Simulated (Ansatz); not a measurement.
`[F][Hf]([Cl])([Cl])[Br]` + HCl → `[Cl][Hf]([Cl])([Cl])[Br]` + H–F at 700 K and 1 bar (ligand exchange at the Hf–F bond).

Gas-phase electronic energies from Ansatz, PBE0-D4/def2-TZVP geometries. CBS: MP2 limit from def2 TZ/QZ plus the TZ coupled-cluster correction, frozen cores. This one scheme is used for every species. Elements past krypton have def2 core potentials. For Br, Hf outer-core shells are correlated without core-valence functions, which leaves a few kJ/mol of doubt a bond. Scalar relativity is left out up to krypton.

```tsv
species	CCSD(T)/CBS energy (Eh)	H − E (kJ/mol)	S (J/(mol·K))
`[F][Hf]([Cl])([Cl])[Br]`	-3640.88543	77.4	483.1
HCl	-460.38127	38.4	211.8
`[Cl][Hf]([Cl])([Cl])[Br]`	-4000.86634	76.8	486.7
H–F	-100.39570	45.2	198.5
```

H − E and S are ideal-gas, rigid-rotor, harmonic terms from PBE0-D4/def2-TZVP. 1 Eh = 2625.50 kJ/mol, R = 8.31446 J/(mol·K).

By hand: ΔE, ΔH, ΔS and ΔG.

ΔE = (-4000.86634) + (-100.39570) − (-3640.88543) − (-460.38127) = 0.00466 Eh = 12.2 kJ/mol. Δ(H − E) = 76.8 + 45.2 − 77.4 − 38.4 = 6.2, so ΔH = 18.4 kJ/mol. ΔS = 486.7 + 198.5 − 483.1 − 211.8 = -9.7 J/(mol·K). ΔG = 18.4 − 700 × (-9.7)/1000 = 25.2 kJ/mol.

By hand: the equilibrium constant, and the temperature at which ΔG would vanish if ΔH and ΔS stayed fixed.

log₁₀ K = −ΔG/(RT ln 10) = -1.9. ΔH and −TΔS have one sign here, so there is no such temperature.

TΔS isn't small against ΔH here. A doubt of 5 kJ/mol in ΔE shifts log₁₀ K by 0.4 here. These are equilibria of isolated gas molecules and say nothing of rates. Largest T1 diagnostic: 0.013 (customary marks: 0.02 for closed shells, 0.045 for open ones).
